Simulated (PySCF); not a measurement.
Orbital picture of VH

ωB97X at R = 1.681 Å; basis V x2c-TZVPPall, H x2c-TZVPPall; spin-free X2C with a Gaussian nucleus; PySCF 2.14. State: ⁵Δ (quintet), unpaired electrons σ ↑, π ↑↑, δ ↑. Only the outer orbitals are listed, counted within each symmetry.

```csv
spin,orbital,occ.,ε (eV),on V (%),main shells (%)
α,2π,1,-48.40,100,100 V p
α,2π,1,-48.40,100,100 V p
α,5σ,1,-48.27,100,100 V p
α,6σ,1,-10.11,39,"61 H s, 19 V d, 14 V s"
α,1δ,1,-8.62,100,100 V d
α,3π,1,-8.25,100,99 V d
α,3π,1,-8.25,100,99 V d
α,7σ,1,-6.77,99,"61 V s, 34 V d"
α,8σ,0,0.70,93,"49 V p, 36 V d, 8 V s"
α,1δ,0,1.18,100,100 V d
α,4π,0,1.29,100,99 V p
β,2π,1,-45.04,100,100 V p
β,2π,1,-45.04,100,100 V p
β,5σ,1,-44.32,100,100 V p
β,6σ,1,-9.52,35,"65 H s, 25 V s"
β,7σ,0,-1.09,96,"47 V s, 36 V p, 12 V d"
β,3π,0,0.66,100,94 V p
β,3π,0,0.66,100,94 V p
```

Problem. Which are the highest filled and the lowest empty level, where do they sit, and how wide is the gap?

Solution. Highest filled α 7σ at -6.77 eV (in %: 61 V s, 34 V d); lowest empty β 7σ at -1.09 eV (in %: 47 V s, 36 V p, 12 V d); the gap at ωB97X is 5.68 eV.

The bond order (Mayer) is 0.96, the ⟨S²⟩ is 6.004 and the charge on V (Mulliken, basis-dependent) is 0.28. The charge on V (Löwdin, basis-dependent) is 0.19 and the dipole moment (positive dipole means V(−)H(+)) is -2.83 D.

The state is the lowest single determinant that the PBE0 search found; with open d or f shells the true ground state can be another one.
